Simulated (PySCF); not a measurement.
Fe (SMILES [Fe]), quintet; PySCF with HF/aug-cc-pVDZ.

PySCF was given this input:
```python
from pyscf import gto, scf

mol = gto.M(
    atom='''
Fe    0.00000000    0.00000000    0.00000000
''',
    basis='aug-cc-pvdz',
    spin=4,
    verbose=4,
)

mf = scf.UHF(mol)
mf.kernel()
```

**Question.** Predict the main parts of the log of this PySCF run.

**Answer.** 
```
PySCF version 2.14.0

[INPUT] verbose = 4
[INPUT] num. atoms = 1
[INPUT] num. electrons = 26
[INPUT] charge = 0
[INPUT] spin (= nelec alpha-beta = 2S) = 4
[INPUT] symmetry False subgroup None
[INPUT] Mole.unit = angstrom
[INPUT] Symbol           X                Y                Z      unit          X                Y                Z       unit  Magmom
[INPUT]  1 Fe     0.000000000000   0.000000000000   0.000000000000 AA    0.000000000000   0.000000000000   0.000000000000 Bohr   0.0

nuclear repulsion = 0
number of shells = 11
number of NR pGTOs = 138
number of NR cGTOs = 59
basis = aug-cc-pvdz
ecp = {}

******** <class 'pyscf.scf.uhf.UHF'> ********
method = UHF
initial guess = minao
damping factor = 0
level_shift factor = 0
DIIS = <class 'pyscf.scf.diis.CDIIS'>
diis_start_cycle = 1
diis_space = 8
diis_damp = 0
SCF conv_tol = 1e-09
SCF conv_tol_grad = None
SCF max_cycles = 50
direct_scf = True
direct_scf_tol = 1e-13
number electrons alpha = 15  beta = 11
Set gradient conv threshold to 3.16228e-05
init E= -1260.98183997411

cycle= 1 E= -1245.5989839474  delta_E= 15.4  |g|= 3.41  |ddm|= 17.6

cycle= 2 E= -1256.87733222643  delta_E= -11.3  |g|= 3.52  |ddm|= 19.6

cycle= 3 E= -1260.95675693922  delta_E= -4.08  |g|= 2.05  |ddm|= 9.55
cycle= 4 E= -1262.21279631178  delta_E= -1.26  |g|= 0.59  |ddm|=  2.3
cycle= 5 E= -1262.32613493681  delta_E= -0.113  |g|= 0.124  |ddm|= 0.703
cycle= 6 E= -1262.33520636527  delta_E= -0.00907  |g|= 0.0237  |ddm|= 0.305
cycle= 7 E= -1262.33640343138  delta_E= -0.0012  |g|= 0.0197  |ddm|= 0.0609
cycle= 8 E= -1262.33752329755  delta_E= -0.00112  |g|= 0.0203  |ddm|= 0.0427
cycle= 9 E= -1262.3350843616  delta_E= 0.00244  |g|= 0.0183  |ddm|= 0.095
cycle= 10 E= -1262.33103907339  delta_E= 0.00405  |g|= 0.0182  |ddm|= 0.224
cycle= 11 E= -1262.33099187394  delta_E= 4.72e-05  |g|= 0.0152  |ddm|= 0.00868
cycle= 12 E= -1262.33000208274  delta_E= 0.00099  |g|= 0.00938  |ddm|= 0.168
cycle= 13 E= -1262.33007460102  delta_E= -7.25e-05  |g|= 0.00207  |ddm|= 0.0351
cycle= 14 E= -1262.33008505487  delta_E= -1.05e-05  |g|= 0.00153  |ddm|= 0.0117
cycle= 15 E= -1262.33008901216  delta_E= -3.96e-06  |g|= 0.00151  |ddm|= 0.00439
cycle= 16 E= -1262.33008965487  delta_E= -6.43e-07  |g|= 0.00141  |ddm|= 0.000449
cycle= 17 E= -1262.33008008776  delta_E= 9.57e-06  |g|= 0.00154  |ddm|= 0.00899
cycle= 18 E= -1262.33007576036  delta_E= 4.33e-06  |g|= 0.000545  |ddm|= 0.0102
cycle= 19 E= -1262.33007576444  delta_E= -4.08e-09  |g|= 0.000245  |ddm|= 0.00157
cycle= 20 E= -1262.33007587232  delta_E= -1.08e-07  |g|= 0.000233  |ddm|= 0.00038
cycle= 21 E= -1262.33007527474  delta_E= 5.98e-07  |g|= 0.00018  |ddm|= 0.00207
cycle= 22 E= -1262.33007478532  delta_E= 4.89e-07  |g|= 9.4e-05  |ddm|= 0.00393
cycle= 23 E= -1262.33007474174  delta_E= 4.36e-08  |g|= 7.85e-05  |ddm|= 0.000584
cycle= 24 E= -1262.33007469034  delta_E= 5.14e-08  |g|= 5.62e-05  |ddm|= 0.000627
cycle= 25 E= -1262.33007465726  delta_E= 3.31e-08  |g|= 1.89e-05  |ddm|= 0.00089
cycle= 26 E= -1262.33007465372  delta_E= 3.54e-09  |g|= 5.37e-06  |ddm|= 0.000296
cycle= 27 E= -1262.33007465352  delta_E= 2.04e-10  |g|= 2.35e-06  |ddm|= 8.31e-05
Extra cycle  E= -1262.33007465353  delta_E= -9.32e-12  |g|= 1.72e-06  |ddm|= 4.92e-06
converged SCF energy = -1262.33007465353  <S^2> = 6.0135551  2S+1 = 5.0054191
```
